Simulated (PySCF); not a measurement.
chlorotrifluoromethane (CClF3), singlet, at a GFN2-xTB geometry; PySCF with MP2/aug-cc-pVDZ.

Input for PySCF:
```python
from pyscf import gto, scf, mp

mol = gto.Mole()
mol.atom = '''
    F    -0.86134566   -0.63254016   -1.02874238
    C    -0.35035604   -0.00774362    0.01889747
    F    -0.84407447    1.21875581    0.05006863
    F    -0.74576507   -0.64039210    1.11088556
    Cl    1.42134135    0.03141469   -0.07666418
'''
mol.basis = 'aug-cc-pvdz'
mol.verbose = 4
mol.build()

mf = scf.RHF(mol)
mf.kernel()

pt = mp.MP2(mf, frozen=9)
pt.kernel()
print('E(MP2) = %.10f' % pt.e_tot)
```

It wrote (shortened):

```
PySCF version 2.14.0

[INPUT] verbose = 4
[INPUT] num. atoms = 5
[INPUT] num. electrons = 50
[INPUT] charge = 0
[INPUT] spin (= nelec alpha-beta = 2S) = 0
[INPUT] symmetry False subgroup None
[INPUT] Mole.unit = angstrom
[INPUT] Symbol           X                Y                Z      unit          X                Y                Z       unit  Magmom
[INPUT]  1 F     -0.861345660000  -0.632540160000  -1.028742380000 AA   -1.627707395983  -1.195327665189  -1.944041350933 Bohr   0.0
[INPUT]  2 C     -0.350356040000  -0.007743620000   0.018897470000 AA   -0.662076961687  -0.014633321013   0.035711042747 Bohr   0.0
[INPUT]  3 F     -0.844074470000   1.218755810000   0.050068630000 AA   -1.595069577037   2.303114693622   0.094615998132 Bohr   0.0
[INPUT]  4 F     -0.745765070000  -0.640392100000   1.110885560000 AA   -1.409291735567  -1.210165681335   2.099269464134 Bohr   0.0
[INPUT]  5 Cl     1.421341350000   0.031414690000  -0.076664180000 AA    2.685945881020   0.059365160388  -0.144874303764 Bohr   0.0

nuclear repulsion = 250.095095447637
number of shells = 40
number of NR pGTOs = 190
number of NR cGTOs = 119
basis = aug-cc-pvdz
ecp = {}

******** <class 'pyscf.scf.hf.RHF'> ********
method = RHF
initial guess = minao
damping factor = 0
level_shift factor = 0
DIIS = <class 'pyscf.scf.diis.CDIIS'>
diis_start_cycle = 1
diis_space = 8
diis_damp = 0
SCF conv_tol = 1e-09
SCF conv_tol_grad = None
SCF max_cycles = 50
direct_scf = True
direct_scf_tol = 1e-13
Set gradient conv threshold to 3.16228e-05
Initial guess from minao.
init E= -796.549360372938
  HOMO = -0.441215640602529  LUMO = 0.0612684311922509  gap/eV = 13.67329
cycle= 1 E= -795.521004886715  delta_E= 1.03  |g|= 0.983  |ddm|= 2.02
  HOMO = -0.52769070507342  LUMO = 0.0262471131145832  gap/eV = 15.07342
cycle= 2 E= -795.650010014492  delta_E= -0.129  |g|= 0.661  |ddm|= 1.06
  HOMO = -0.510825332381518  LUMO = 0.0669098410917357  gap/eV = 15.72097
cycle= 3 E= -795.726956031705  delta_E= -0.0769  |g|= 0.054  |ddm|= 0.409
  HOMO = -0.506149604306301  LUMO = 0.0686132705106886  gap/eV = 15.64009
cycle= 4 E= -795.728086480397  delta_E= -0.00113  |g|= 0.0185  |ddm|= 0.0699
  HOMO = -0.506802024573514  LUMO = 0.0687204482853003  gap/eV = 15.66076
cycle= 5 E= -795.72821772492  delta_E= -0.000131  |g|= 0.00459  |ddm|= 0.0229
  HOMO = -0.507852511285994  LUMO = 0.0684934343486523  gap/eV = 15.68317
cycle= 6 E= -795.728228748337  delta_E= -1.1e-05  |g|= 0.00115  |ddm|= 0.00718
  HOMO = -0.507646104786938  LUMO = 0.0685172574410045  gap/eV = 15.67820
cycle= 7 E= -795.728229556217  delta_E= -8.08e-07  |g|= 0.000283  |ddm|= 0.0024
  HOMO = -0.507718273575679  LUMO = 0.0685063090604467  gap/eV = 15.67987
cycle= 8 E= -795.728229607806  delta_E= -5.16e-08  |g|= 6.91e-05  |ddm|= 0.000722
  HOMO = -0.507714159340939  LUMO = 0.0685040668447838  gap/eV = 15.67970
cycle= 9 E= -795.728229611389  delta_E= -3.58e-09  |g|= 2.07e-05  |ddm|= 0.000179
  HOMO = -0.507721424844461  LUMO = 0.0685030772503303  gap/eV = 15.67987
cycle= 10 E= -795.728229611688  delta_E= -2.99e-10  |g|= 4.49e-06  |ddm|= 4.83e-05
  HOMO = -0.507720705656547  LUMO = 0.0685029892734725  gap/eV = 15.67985
Extra cycle  E= -795.728229611695  delta_E= -6.82e-12  |g|= 1.76e-06  |ddm|= 5.3e-06
converged SCF energy = -795.728229611695

******** <class 'pyscf.mp.mp2.RMP2'> ********
nocc = 16, nmo = 110
frozen orbitals 9
E(RMP2) = -796.616367983387  E_corr = -0.888138371692213
E(SCS-RMP2) = -796.579574418406  E_corr = -0.851344806710942
E_corr(same-spin) = -0.247409122291978
E_corr(oppo-spin) = -0.640729249400235
E(MP2) = -796.6163679834
```
